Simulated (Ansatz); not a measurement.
Reaction (substitution at a C–Si bond): `CC[Si](N)(O)Cl` + `OBF` → `CCOBF` + `N[SiH](O)Cl`

Isolated molecules relaxed with PBE0-D4/def2-TZVP in Ansatz; ΔE leaves out vibrations. CBS: MP2 limit from def2 TZ/QZ plus the TZ coupled-cluster correction, frozen cores. This one scheme is used for every species. DFT in def2-TZVPP. B3LYP here is the variant with VWN-RPA as its local correlation; programs differ in this. HSE06 is defined as in plane-wave codes. One conformer a species, not always the lowest.

```tsv
level	ΔE (kJ/mol)	difference from CCSD(T)/CBS
LDA (SPW92)	80.6	-4.2
PBE-D4	84.3	-0.5
r2SCAN-D4	83.9	-0.9
B97M-V	82.6	-2.2
PBE0-D4	86.0	1.2
B3LYP-D4	80.6	-4.2
r2SCANh-D4	84.7	-0.1
r2SCAN0-D4	85.6	0.8
HSE06-D4	85.8	1.0
BHLYP-D4	80.1	-4.7
CAM-B3LYP-D4	77.2	-7.6
ωB97X-V	79.1	-5.7
ωB97M-V	84.8	0.0
B2PLYP	76.8	-8.0
PBE-QIDH	85.1	0.3
PBE	78.0	-6.8
revPBE	76.0	-8.8
BLYP	67.5	-17.3
r2SCAN	82.1	-2.7
PBE0	80.4	-4.4
B3LYP	70.7	-14.1
r2SCANh	82.7	-2.1
r2SCAN0	83.4	-1.4
HSE06	80.4	-4.4
BHLYP	71.4	-13.4
CAM-B3LYP	71.2	-13.6
RPA@PBE/def2-TZVPP	74.8	-10.0
HF/def2-SVP	64.0	-20.8
MP2/def2-SVP	81.9	-2.9
CCSD(T)/def2-SVP	73.6	-11.2
HF/def2-TZVPP	64.2	-20.6
MP2/def2-TZVPP	89.6	4.8
SCS-MP2/def2-TZVPP	80.6	-4.2
CCSD/def2-TZVPP	80.5	-4.3
CCSD(T)/def2-TZVPP	82.4	-2.4
HF/def2-QZVPP	63.1	-21.7
MP2/def2-QZVPP	90.6	5.8
HF/CBS(def2)	62.9	-21.9
MP2/CBS(def2)	92.0	7.2
CCSD/CBS(def2)	83.0	-1.8
CCSD(T)/CBS	84.8	0
```

Largest T1 diagnostic among the species: 0.013.

In def2-TZVPP, CCSD(T) changes the Hartree–Fock value by +18.2 kJ/mol (the triples alone add +1.9 kJ/mol) and MP2 by +25.4 kJ/mol. The D4 term adds +9.9 kJ/mol with B3LYP and +5.7 kJ/mol with PBE0; it sums over pairs of atoms, weighted by their polarisabilities, and B3LYP, whose exchange is more repulsive, gets the larger term. At CCSD(T), def2-SVP lies −11.2 kJ/mol from the extrapolated value and def2-TZVPP −2.4 kJ/mol.
